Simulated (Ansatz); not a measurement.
```xyz
2

F     0.0000    0.0000    1.3767
F     0.0000    0.0000   -1.3767
```

Basis set: cc-pVDZ (spherical functions). Correlated methods keep 2 orbitals frozen. Charge 0, multiplicity 1.

Computed with Ansatz (development build ahead of 0.2.0); each method stands on the lowest determinant of its kind that the runs found. Restricted open shells among the atoms or ions are ROHF, correlated in semicanonical orbitals with singles.

Give the atomization energy at this shape (free ground-state atoms in the same class of orbitals less the molecule, no zero-point energy) of singlet F2 by RHF-CCSD(T), RHF-CCSD, UHF-CCSD(T), UHF-CCSD.

```json
{"method": "RHF-CCSD(T)", "atomization energy": "55.1 kJ/mol"}
{"method": "RHF-CCSD", "atomization energy": "-115.4 kJ/mol"}
{"method": "UHF-CCSD(T)", "atomization energy": "1.8 kJ/mol"}
{"method": "UHF-CCSD", "atomization energy": "1.7 kJ/mol"}
```

Caution for RHF-CCSD(T), RHF-CCSD: an unrestricted determinant lies well below; large share of triples, a single reference is doubtful; other determinants can give a lower correlated total. Caution for RHF-CCSD: the molecule lies well above its atoms at this level. Caution for UHF-CCSD(T): another reference gives a lower total. Caution for UHF-CCSD(T), UHF-CCSD: bonds are stretched, where a single reference can fail; the unrestricted determinant is a mixture of spin states.
